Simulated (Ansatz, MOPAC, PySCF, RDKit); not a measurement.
Two conformers of CH4GeO2 (SMILES C[O][Ge][OH]), B3LYP-D3(BJ)/def2-TZVP minima.
Conformer 1 (charge 0, multiplicity 1):
```xyz
8

C     -1.245     0.463    -0.113
O      0.143     0.197    -0.017
Ge     0.813    -1.397     0.511
O      2.528    -0.907     0.361
H     -1.505     1.296     0.545
H     -1.495     0.742    -1.140
H     -1.860    -0.400     0.168
H      2.621     0.007     0.061
```
Conformer 2 (charge 0, multiplicity 1):
```xyz
8

C      0.91274    -0.40275     0.46720
O      0.66027     0.98905     0.43053
Ge    -0.90491     1.81296     0.08659
O     -2.01237     0.41451    -0.18564
H      0.31672    -0.90347     1.23840
H      0.70687    -0.87864    -0.49815
H      1.96711    -0.55696     0.70182
H     -1.64643    -0.47470    -0.11504
```

No zero-point or thermal terms.

The state that AM1 reach isn't checked.

Run with Ansatz (a program for electronic structure); MOPAC for AM1 (differences of heats of formation); PySCF for M06-2X; RDKit for the force fields. 

### Question
One of these levels gives 6.0 kJ/mol for the electronic energy of conformer 2 less that of conformer 1. Name it.
A) UFF
B) B3LYP/def2-TZVPP
C) M06-2X/def2-TZVPP
D) AM1

### Answer
B, B3LYP/def2-TZVPP. The others give -5.4 (UFF), 17.9 (AM1), 4.4 (M06-2X/def2-TZVPP)
